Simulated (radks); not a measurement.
Spherical jellium clusters: N electrons in a uniform positive sphere of charge N and radius rs N^(1/3), rs = 5.47 bohr. Method: non-relativistic Kohn-Sham, LDA (Slater exchange, Perdew-Wang correlation), spin-polarised, spherical densities; computed with a radial shooting solver with Libxc functionals. Levels are named by radial order and angular momentum (1s, 1p, 1d, 2s, ...), and open shells are averaged over m.

N = 10, configuration 1s2 1p6 1d(up 2, down 0). This is the lowest configuration that the search found. Occupied and some empty levels:

level,occupation,eigenvalue (eV),<r> (bohr)
1s up,1,-3.3939,7.772
1s down,1,-3.2604,7.589
1p up,3,-2.8119,9.022
1p down,3,-2.6488,8.983
1d up,2,-2.0467,10.06
1d down,0,-1.8770,10.11
2s up,0,-1.5836,8.838
2s down,0,-1.5059,8.962
1f up,0,-1.1639,11.13
1f down,0,-1.0043,11.28
2p up,0,-0.76444,11.67
2p down,0,-0.68654,11.90

Energy (eV): total -17.1612, kinetic 10.211, external -275.04, Hartree 136.88, exchange-correlation -27.761, background 138.54.
